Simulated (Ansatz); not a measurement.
Calculated with Ansatz (gas phase, PBE0-D4/def2-TZVP geometries, no zero-point term in ΔE). CCSD(T)/CBS is the MP2 limit (def2-TZVPP, def2-QZVPP) plus CCSD(T) − MP2 in def2-TZVPP, frozen cores. This one scheme is used for every species. Functionals use def2-TZVPP. For Se outer-core shells are correlated without core-valence functions, which leaves a few kJ/mol of doubt a bond. Scalar relativity is left out up to krypton. Each species was taken in one conformer, which may not be the lowest.

Consider the formal exchange of groups at the Se–B bond: `CC[Se]B(O)O` + `BF` → `CC[Se]BF` + `OBO`.

```tsv
level	ΔE (kJ/mol)
ωB97X-V	-26.1
B2PLYP	-30.0
HF/CBS(def2)	-22.6
MP2/CBS(def2)	-24.8
```

Problem. What does CCSD(T)/CBS give? (Best estimate.)

Solution. The calculation gave: -26.9 kJ/mol. The listed levels differ from it by 0.8, -3.1, 4.3, 2.1 kJ/mol.

Largest T1 diagnostic among the species: 0.013.

From PBE to PBE0 (25 % exact exchange), in def2-TZVPP and without D4, ΔE moves by +4.8 kJ/mol. The D4 term adds +4.9 kJ/mol with B3LYP and +2.8 kJ/mol with PBE0; it sums over pairs of atoms, weighted by their polarisabilities, and B3LYP, whose exchange is more repulsive, gets the larger term.

B3LYP here is the variant with VWN-RPA as its local correlation; programs differ in this.
